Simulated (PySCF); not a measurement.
Two structures of GeNH7, singlet, reached by relaxing down either side of one saddle point (PBE0-D4/def2-TZVP). Energies are electronic, without zero-point energy. PySCF 2.14 with density fitting (its default auxiliary sets; JK sets also for MP2 and CCSD(T)); basis: def2-TZVPP and def2-QZVPP; cores frozen in the correlated methods. Filled d shells of the heavier atoms are correlated. The def2 sets are not built for correlating such inner shells, so the correlated values are less sure here. Extrapolation: Hartree–Fock as exp(−7.88 √X), correlation as X^−2.97. First:

```xyz
9
angstrom
Ge -0.9519 -1.0787 -0.5881
H 0.4511 -1.6884 -0.4968
H -1.9017 -2.1484 -1.1705
H -1.4703 -0.6906 0.8011
H -0.9622 0.1292 -1.5314
H 1.7395 0.7699 1.2476
N 1.0390 1.1713 0.6364
H 0.5250 1.8544 1.1790
H 1.5305 1.6756 -0.0914
```

Second:

```xyz
9
angstrom
Ge -1.0810 0.1034 -0.4687
H 1.8747 -1.9518 1.4048
H -0.8253 -1.1139 -1.3691
H -1.7193 -0.3171 0.8630
H -2.0361 1.0770 -1.1988
H 1.6656 -1.2990 1.1018
N 0.5687 0.8231 -0.0646
H 0.5231 1.6137 0.5640
H 1.1007 1.1004 -0.8787
```

Task: Which bonds change from the first to the second?

Result: GeH₄ + NH₃ → GeNH₅ ([NH2][GeH3]) + H₂; bonds formed: Ge1–N7, H2–H6; bonds broken: Ge1–H2, H6–N7.

Task: Give the saddle point's structure and its height above each. (To be estimated.)

Result: By the calculation: 2.422 eV above the first and 2.116 eV above the second (CCSD(T) at an estimated basis limit (MP2 extrapolated from triple and quadruple zeta, plus CCSD(T) − MP2 in triple zeta)).
```
9
angstrom
Ge -0.7805 -0.4395 -0.1799
H 0.8336 -1.2816 0.7673
H -0.5707 -1.5388 -1.2242
H -1.5376 -0.7744 1.1073
H -1.6725 0.6363 -0.9022
H 1.1801 -0.1655 0.5456
N 0.7601 0.8163 0.0475
H 0.5885 1.6155 0.6514
H 1.1991 1.1315 -0.8129
```

The T1 diagnostic stays at or below 0.013.

Labels in which every atom is bracketed show which atoms are joined, not bond orders.

For scale, one of the runs: CCSD(T)/def2-TZVPP, 177 basis functions, launched by `OMP_NUM_THREADS=4 python run.py`. Hardware: 4 CPU threads of an Arm Neoverse V2, shared host. Wall time 4.1 min; peak host memory 1.9 GiB.
